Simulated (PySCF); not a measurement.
Compound: aluminum trifluoride, AlF3.
Cartesian coordinates in Å at the PBE0-D3(BJ)/def2-SVP level; atoms count from 1:
```xyz
4
AlF3 angstrom
F     -0.795   -1.443   -0.018
Al     0.027   -0.020   -0.019
F      1.669   -0.019   -0.018
F     -0.797    1.401   -0.021
```

Level of theory: MP2 and CCSD/aug-cc-pVDZ in PySCF, restricted Hartree–Fock reference, 8 core orbitals frozen, non-relativistic, gas phase, PBE0-D3(BJ)/def2-SVP geometry.

E(HF) = -540.50579 Eh.

(1) How large is the problem?

(2) What are the MP2 and CCSD correlation energies?

(3) What is the T1 diagnostic?

## Answers

(1) 96 basis functions and 40 electrons; 8 orbitals frozen, which leaves o = 12 correlated occupied and v = 76 virtual orbitals. That is o·v = 912 singles and o·v(o·v + 1)/2 = 416328 distinct closed-shell doubles amplitudes before symmetry; the costliest CCSD step grows as o²v⁴ = 4.8 × 10^9.

(2) MP2 -0.6787 Eh and CCSD -0.6812 Eh, which gives totals of -541.18450 and -541.18696 Eh. That is 0.772 eV for each correlated electron at CCSD (1788 kJ/mol in all, 0.126 % of the total energy); MP2 gives 99.6 % of the CCSD value.

(3) 0.0153, below the customary warning level of 0.02. It is the norm of the spatial-orbital singles amplitudes over the root of the number of correlated electrons, so the norm is 0.075.

No triples correction and no basis-set extrapolation were made.
